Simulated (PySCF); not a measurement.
**Worked example: entropy of an ideal gas**

TaOF2, SMILES [F][Ta+]([F])=[O], charge +1, multiplicity 1.

The structure is a stationary point at r2SCAN-D4/def2-TZVP. The multiplicity is an assumed one; other spin states were not compared. The isomer is the one that the SMILES or the coordinates give; other isomers of the formula were not compared. The def2 effective core potentials stand for the cores of Ta; spin–orbit coupling is left out.

r2SCAN-D4/def2-TZVP in PySCF 2.14.0 gives the harmonic wavenumbers 174, 253, 289, 756, 768, 1066 cm⁻¹ and the rotational temperatures 0.2911, 0.2374, 0.1679 K. The molar mass is 234.94 g/mol, the symmetry number 1, the spin multiplicity 1.

Problem. Work out the entropy at 298.15 K and 1 atm in the rigid-rotor, harmonic-oscillator model.

Solution. 
Translation (Sackur–Tetrode at 1 atm): S = R[1.5 ln M + 2.5 ln T − 1.16487] = 176.8 J/(mol K).
Rotation: q = (√π/σ) T^1.5/√(θA θB θC) = 84700, S = R[ln q + 3/2] = 106.8 J/(mol K).
Vibration: with u = 1.4388 ν/T, each mode gives R[u/(e^u − 1) − ln(1 − e^−u)]:
```csv
ν (cm⁻¹),modes,u,S (J/(mol K))
174,1,0.84,10.01
253,1,1.22,7.15
289,1,1.39,6.19
756,1,3.65,1.03
768,1,3.71,0.98
1066,1,5.14,0.30
```
These are all the modes. Sum 25.7 J/(mol K).
Spin: R ln 1 = 0.0 J/(mol K).
Total 309.3 J/(mol K); the program's own thermochemistry gives 309.3. Translation makes up 57 % and vibration 8 %. Anharmonicity, hindered rotation and orbital degeneracy are left out.
